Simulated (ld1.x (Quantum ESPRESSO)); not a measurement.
# sulfur (S): one change to an ultrasoft potential, before and after

ld1.x (Quantum ESPRESSO) 7.5 input, shortened:

```
&input
   title='S', zed=16., rel=1, dft='PBE', iswitch=3,
   config='[Ne] 3s2 3p4'
 /
 &inputp
   pseudotype=3, tm=.true., lloc=-2, rcloc=1.05,
   nlcc=.false.
 /
4
3S  1  0   2.00   0.00  1.15  1.35  0.0
3S  1  0   0.00   2.45  1.15  1.35  0.0
3P  2  1   4.00   0.00  1.15  1.35  0.0
3P  2  1   0.00   3.75  1.15  1.35  0.0
 &test
   configts(1)='3s2 3p4'
 /
```

Change: waves 3p (bound): rcut 1.15, rcutus 1.82 bohr; 3p channel at 3.75 Ry: rcut 1.15, rcutus 1.82 bohr.

Cutoffs: the cutoffs (Ry, on a coarse ladder) from which the occupation-weighted sum of valence levels, in a spherical-Bessel basis at the reference potential, stays within 10 and 1 mRy of its value at 400 Ry; they do not see the model core or the augmentation charge, which bear on the density cutoff. Errors are all-electron minus pseudo energies relative to the spin-unpolarised reference configuration.

Predict the effect on cutoff, ghosts and configuration errors.

The potential gets neither clearly harder nor softer (18 Ry and 40 Ry → 21 Ry and 35 Ry); the s channel sets the loose cutoff, while the largest relative change is in p, which becomes harder; of the 7 tests that both files solve, the error grows in 1 and shrinks in 0 by more than 15 % and 0.3 meV (median size 4.0 → 4.7 meV); neither file shows a bound ghost.

```tsv
quantity	base	changed
cutoff, loose	18 Ry	21 Ry
cutoff, tight	40 Ry	35 Ry
loose cutoff by channel (10 mRy a level)	s 18 Ry, p 10 Ry	s 18 Ry, p 15 Ry
bound ghosts	none	none
error for 3s2 3p3, meV [ΔE 11.77 eV]	-0.3	0.0
error for 3s2 3p2, meV [ΔE 34.05 eV]	+4.0	+4.7
error for 3s2 3p1, meV [ΔE 68.09 eV]	+27	+27
error for 3s2 3p0, meV [ΔE 114.89 eV]	+102	+102
error for 3s0 3p6, meV [ΔE 20.74 eV]	+7.0	+7.2
error for 3s2 3p4.3, meV [ΔE -1.71 eV]	+0.2	+0.2
error for 3s2 3p3.5, meV [ΔE 4.66 eV]	-0.2	-0.2
lowest overlap eigenvalue by channel	s 0.32, p 0.52	s 0.32, p 0.65
```
